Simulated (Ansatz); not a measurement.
CH8BClSi2 (`[SiH3]C([SiH3])BCl`), relaxed with RKS PBE-D4/def2-SVP in Ansatz 0.2.0 from a rough embedded geometry. The force threshold is 0.03 eV/Å; the program also tests the step.

The species carries charge 0 and has multiplicity 1.

Start:

```xyz
13

Si    1.032   -1.277   -0.095
C     0.211    0.293    0.379
Si   -1.613   -0.024    0.449
B     0.509    1.480   -0.730
Cl    1.361    2.992   -0.169
H     0.663   -1.734   -1.405
H     2.534   -1.027   -0.119
H     0.787   -2.280    0.909
H     0.561    0.616    1.337
H    -1.931   -1.053    1.402
H    -2.319    1.219    0.775
H    -2.098   -0.447   -0.924
H     0.305    1.242   -1.809
```

Q: How much energy does the relaxation release, and in how many steps? (Best estimate.)

A: The calculation gave: 57.38 kJ/mol, in 6 steps, 1 of them rejected.

Q: Which bonds change most? (Estimate.)

A: The calculation gave: C2–B4 from 1.652 to 1.547 Å; B4–H13 from 1.124 to 1.216 Å; Si1–C2 from 1.834 to 1.908 Å; Si3–H10 from 1.438 to 1.505 Å.

Q: Give the relaxed structure. (Best estimate.)

A: Computed: 
```xyz
13

Si    1.126   -1.279   -0.096
C     0.229    0.334    0.388
Si   -1.653    0.019    0.416
B     0.540    1.424   -0.666
Cl    1.323    2.944   -0.225
H     0.669   -1.734   -1.454
H     2.615   -1.065   -0.126
H     0.811   -2.349    0.914
H     0.554    0.628    1.410
H    -1.966   -1.045    1.433
H    -2.391    1.275    0.786
H    -2.117   -0.442   -0.937
H     0.261    1.292   -1.842
```
